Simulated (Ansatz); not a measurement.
Program: Ansatz. Geometries: PBE0-D4/def2-TZVP. ΔE: electronic, gas phase. CCSD(T)/CBS adds triple-zeta CCSD(T) − MP2 to the extrapolated MP2 energy (def2 sets, frozen cores). This one scheme is used for every species. Functionals use def2-TZVPP. One conformer a species, not always the lowest.

Consider the cleavage of the B–Si bond: `CB[Si](Cl)(Cl)Cl` + H₂S → `CBS` + `Cl[SiH](Cl)Cl`.

```tsv
level	ΔE (kJ/mol)	difference from CCSD(T)/CBS
revPBE-D4	-99.2	6.5
BLYP-D4	-99.1	6.6
r2SCAN-D4	-107.7	-2.0
PBE0-D4	-102.4	3.3
r2SCAN0-D4	-108.0	-2.3
CAM-B3LYP-D4	-103.8	1.9
B2PLYP	-110.3	-4.6
PBE	-105.8	-0.1
revPBE	-105.5	0.2
r2SCANh	-109.8	-4.1
r2SCAN0	-110.2	-4.5
BHLYP	-110.0	-4.3
CAM-B3LYP	-108.9	-3.2
HF/def2-SVP	-109.5	-3.8
CCSD(T)/def2-TZVPP	-106.1	-0.4
MP2/CBS(def2)	-111.9	-6.2
CCSD(T)/CBS	-105.7	0
```

Problem. What do rigid-rotor, harmonic-oscillator terms from PBE0-D4/def2-TZVP frequencies (298.15 K, 1 bar) make of the CCSD(T)/CBS value? (Estimate.)

Solution. Computed: ΔZPE = +9.4 kJ/mol, ΔH = -101.7 kJ/mol, ΔS = -18 J/(mol·K), ΔG = -96.4 kJ/mol. Modes under 50 cm⁻¹ make the entropy rough.

Largest T1 diagnostic among the species: 0.013.

At CCSD(T), def2-SVP lies −7.5 kJ/mol from the extrapolated value and def2-TZVPP −0.4 kJ/mol. Leaving LDA and LC-ωPBE aside and taking each functional with its dispersion term where it has one, the values spread over 11.3 kJ/mol, from B2PLYP to BLYP-D4.

CCSD(T)/CBS has its own doubt, a few kJ/mol and more with outer-core shells, so smaller differences from it don't rank the levels.
